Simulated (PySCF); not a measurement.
**A small benchmark: bond length Re of diatomics**

r²SCAN, CCSD(T), HF in PySCF with def2-SVPD on every atom (core potentials on Sn, I, Cs, Pb), for the lowest determinant that a PBE0 search found; no spin–orbit coupling. Measured values: Huber and Herzberg, Constants of Diatomic Molecules (1979).

```tsv
molecule	measured (Å)	r²SCAN	CCSD(T)	HF
CaS	2.3178	2.315	2.409	2.363
SnS	2.209026	2.239	2.265	2.212
LiI	2.391924	2.411	2.437	2.431
S2	1.8892	1.918	1.934	1.883
CsF	2.345351	2.459	2.487	2.481
CsCl	2.906272	3.008	3.054	3.072
PbO	1.921813	1.950	1.978	1.899
CS	1.534941	1.544	1.554	1.517
```

Problem. Give the mean signed and mean absolute error of each level in pm, and name the best.

Solution. r²SCAN +4.1 and 4.2; CCSD(T) +7.5 and 7.5; HF +4.3 and 5.4. On this set r²SCAN is closest. CCSD(T) and MP2 converge slowly with the basis and look worse in a small one than at the limit.

Problem. Which molecule does r²SCAN miss most?

Solution. CsF, by +11.4 pm.

The molecules are drawn from runs that passed checks on state, spin purity and fit, so the hardest cases are missing and the errors look smaller than over all diatomics.

Correlated steps freeze the inner cores (1 to 10 orbitals); shallow outer-core shells are correlated. These are scalar-relativistic numbers at best; spin–orbit coupling would shift them, the dissociation energy most. The CCSD T1 diagnostic is raised in CS, CaS, PbO, SnS, a sign that a single reference may not be enough there. States were picked by a PBE0 search and need not be the measured ground states.
